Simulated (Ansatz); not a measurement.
Kohn–Sham single points on `[BH2][Al]([CH3])[SiH2]F`.

```yaml
crystal:
  periodic: [false, false, false]
  atoms:
    - {symbol: B, position_ang: [0.072781, 2.370262, 0.045480]}
    - {symbol: Al, position_ang: [0.212199, 0.263677, 0.134624]}
    - {symbol: C, position_ang: [1.608642, -0.757303, 1.060613]}
    - {symbol: Si, position_ang: [-1.543841, -1.052642, -1.022839]}
    - {symbol: F, position_ang: [-2.617679, -0.078533, -1.739904]}
    - {symbol: H, position_ang: [0.566451, 3.017281, -0.836923]}
    - {symbol: H, position_ang: [-0.541717, 3.014996, 0.850292]}
    - {symbol: H, position_ang: [1.165263, -1.376794, 1.847784]}
    - {symbol: H, position_ang: [2.105279, -1.445489, 0.368645]}
    - {symbol: H, position_ang: [2.374262, -0.128727, 1.519853]}
    - {symbol: H, position_ang: [-1.002843, -1.946126, -2.091467]}
    - {symbol: H, position_ang: [-2.321800, -1.935902, -0.102159]}
basis:
  gaussian: {orbitals: def2-TZVPP}
hamiltonian: {xc: pbe, dispersion: d4}
output: {forces: true, orbitals: {seedname: orbitals}}
```

```sh
$ ansatz run in.yaml --threads 4 --pin off --events-out ev --progress --plain --max-ram 10444MiB
```

It prints (some lines left out):

```
Functional definition: PBE
1475 factors; their error is unknown
mean field evaluation 1: about -18995.0042 eV, gradient 7.6e1 eV
mean field evaluation 2: about -18969.3033 eV, gradient 1.2e2 eV
mean field evaluation 4: about -19007.8140 eV, gradient 9.7e0 eV
mean field evaluation 8: about -19008.0392 eV, gradient 2.6e-1 eV
mean field evaluation 16: about -19008.0101 eV, gradient 7.6e-4 eV
mean field -19008.01009566 eV, -698.5314869236 hartree, gradient 3.0e-5 eV, S^2 0.000000; 0 other end points of the search recorded, 0 dependent functions left out
reference -19008.01015055 eV, -698.5314889406 hartree; 27, 27 occupied and 248, 248 virtual orbitals, 1475 factors
Total energy: -19008.22802256 eV, -698.5394955892 hartree
Atom 0 at     0.072781     2.370262     0.045480 Å, force     0.016937    -0.166626     0.010179 eV/Å
Atom 1 at     0.212199     0.263677     0.134624 Å, force    -0.056203     0.166197    -0.036142 eV/Å
Atom 2 at     1.608642    -0.757303     1.060613 Å, force    -0.011346     0.016945    -0.010593 eV/Å
Atom 3 at    -1.543841    -1.052642    -1.022839 Å, force     0.319484    -0.149793     0.212706 eV/Å
Atom 4 at    -2.617679    -0.078533    -1.739904 Å, force    -0.384035     0.346115    -0.256107 eV/Å
Atom 5 at     0.566451     3.017281    -0.836923 Å, force     0.049395     0.067495    -0.099261 eV/Å
Atom 6 at    -0.541717     3.014996     0.850292 Å, force    -0.072167     0.067178     0.084595 eV/Å
Atom 7 at     1.165263    -1.376794     1.847784 Å, force    -0.086065    -0.115317     0.142495 eV/Å
Atom 8 at     2.105279    -1.445489     0.368645 Å, force     0.088022    -0.128722    -0.130056 eV/Å
Atom 9 at     2.374262    -0.128727     1.519853 Å, force     0.135775     0.121018     0.081301 eV/Å
Atom 10 at    -1.002843    -1.946126    -2.091467 Å, force     0.075445    -0.112822    -0.113481 eV/Å
Atom 11 at    -2.321800    -1.935902    -0.102159 Å, force    -0.075243    -0.111668     0.114364 eV/Å
Dipole moment:     0.388920    -0.098117     0.257631 e Å
```

It took 1.6 s on 4 threads of an INTEL XEON PLATINUM 8581C on a shared host, with 0.38 GiB of host memory at the peak.

Changing it to `hamiltonian: {xc: hse06, dispersion: d4}` and no forces (abridged; 2 s):

```
Functional definition: HSE06
mean field evaluation 16: about -19009.3549 eV, gradient 1.9e-5 eV
mean field -19009.35491559 eV, -698.5809081443 hartree, gradient 1.9e-5 eV, S^2 0.000000
Total energy: -19009.53310240 eV, -698.5874563887 hartree
```

The same input with `hamiltonian: {xc: r2scan, dispersion: d4}` (abridged; 2.5 s):

```
Functional definition: r2SCAN
mean field evaluation 16: about -19017.6017 eV, gradient 3.6e-4 eV
mean field -19017.60174365 eV, -698.8839734858 hartree, gradient 3.0e-5 eV, S^2 0.000000
Total energy: -19017.65805480 eV, -698.8860428825 hartree
Atom 0 force     0.007941    -0.044179     0.004560 eV/Å
Atom 1 force    -0.005143     0.060618    -0.001803 eV/Å
Atom 2 force     0.003498     0.013299    -0.000357 eV/Å
Atom 3 force     0.004162    -0.015519     0.002822 eV/Å
Atom 4 force    -0.028018     0.016848    -0.018281 eV/Å
Atom 5 force    -0.022653    -0.003240     0.029075 eV/Å
Atom 6 force     0.017085    -0.003196    -0.032658 eV/Å
Atom 7 force     0.022489     0.002513    -0.012553 eV/Å
Atom 8 force    -0.001111     0.003790     0.026427 eV/Å
Atom 9 force    -0.008319    -0.031007    -0.003537 eV/Å
Atom 10 force    -0.006360     0.000130     0.020072 eV/Å
Atom 11 force     0.016429    -0.000056    -0.013767 eV/Å
Dipole moment:     0.396394    -0.083762     0.262499 e Å
```

With the line `hamiltonian: {xc: {name: r2SCAN0}, dispersion: d4}` and no forces (abridged; 2.8 s):

```
Functional definition: r2SCAN0
mean field evaluation 16: about -19016.9376 eV, gradient 6.5e-5 eV
mean field -19016.93761852 eV, -698.8595673373 hartree, gradient 6.5e-5 eV, S^2 0.000000
Total energy: -19017.00510187 eV, -698.8620473048 hartree
```

Changing it to `hamiltonian: {xc: {name: BLYP}, dispersion: d4}` and no forces (abridged; 1.4 s):

```
Functional definition: BLYP
mean field evaluation 16: about -19020.0818 eV, gradient 7.4e-4 eV
mean field -19020.08178322 eV, -698.9751132588 hartree, gradient 4.5e-5 eV, S^2 0.000000
Total energy: -19020.54300361 eV, -698.9920627957 hartree
```

Changing it to `hamiltonian: {xc: {name: wB97M-V}}` (abridged; 6.5 s):

```
Functional definition: wB97M-V
mean field evaluation 16: about -19018.3637 eV, gradient 1.4e-4 eV
mean field -19018.36368733 eV, -698.9119743995 hartree, gradient 5.0e-5 eV, S^2 0.000000
Total energy: -19018.36375343 eV, -698.9119768286 hartree
Atom 0 force    -0.015618     0.120645    -0.010583 eV/Å
Atom 1 force    -0.056891    -0.021110    -0.036364 eV/Å
Atom 2 force     0.000570     0.006067    -0.000089 eV/Å
Atom 3 force     0.168170    -0.236247     0.112560 eV/Å
Atom 4 force    -0.099228     0.106766    -0.065897 eV/Å
Atom 5 force    -0.067389    -0.090117     0.128426 eV/Å
Atom 6 force     0.090704    -0.089786    -0.113353 eV/Å
Atom 7 force     0.040515     0.038457    -0.052484 eV/Å
Atom 8 force    -0.028507     0.043809     0.056716 eV/Å
Atom 9 force    -0.049994    -0.055949    -0.029340 eV/Å
Atom 10 force    -0.066278     0.089259     0.118383 eV/Å
Atom 11 force     0.083946     0.088206    -0.107975 eV/Å
Dipole moment:     0.412977    -0.045577     0.273269 e Å
```

HSE06 is the plane-wave form, built on full-range PBE exchange.
